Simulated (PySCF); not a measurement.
C2H4I, SMILES C[CH]I, multiplicity 2. Geometry: PBE-D3(BJ)/def2-SVP. The isomer is the one that the SMILES or the coordinates give; other isomers of the formula were not compared. The def2 effective core potentials stand for the cores of I; spin–orbit coupling is left out.

All values below come from PBE-D3(BJ)/def2-SVP (PySCF).

Harmonic wavenumbers (cm⁻¹): 133, 263, 336, 547, 938, 953, 1099, 1193, 1327, 1377, 1394, 2904, 2996, 3049, 3147. Rotational constants (GHz): 39.40, 2.970, 2.813; symmetry number 1.

Work out the zero-point energy and the ideal-gas rigid-rotor harmonic-oscillator thermochemistry at 298.15 K and 1 atm.

ZPE = ½ Σ hcν = ½ × 21657 cm⁻¹ = 30.96 kcal/mol. H − E(el) = 34.50 kcal/mol. Entropy in cal/(mol K): translation 41.02, rotation 24.39, vibration 6.73, spin 1.38, total 73.52. G − E(el) = 12.58 kcal/mol. Cp = 16.09 cal/(mol K). Modes under 150 cm⁻¹ make the vibrational entropy uncertain.
